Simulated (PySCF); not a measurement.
Te(SeH)(SiH3) (H4SeSiTe), SMILES [SeH][Te][SiH3]. Geometry: PBE-D3(BJ)/def2-SVP. This is a generated structure with no PubChem entry under its InChIKey; it may be hypothetical. The def2 effective core potentials stand for the cores of Te; spin–orbit coupling is left out. One conformer was computed; it need not be the lowest.

**Question.** Give the equilibrium geometry at PBE-D3(BJ)/def2-SVP (PySCF confirms it by a frequency run) as a Z-matrix. (The exact figures need the calculation; the answer reports its results.)

**Answer.** This is not unique; one that fits is 
```
Si
H 1 1.5020
H 1 1.5029 2 109.71
H 1 1.5067 2 109.90 3 120.64
Te 1 2.5287 2 110.36 3 -121.68
Se 5 2.5713 1 92.57 2 58.96
H 6 1.4899 5 95.58 1 88.88
```
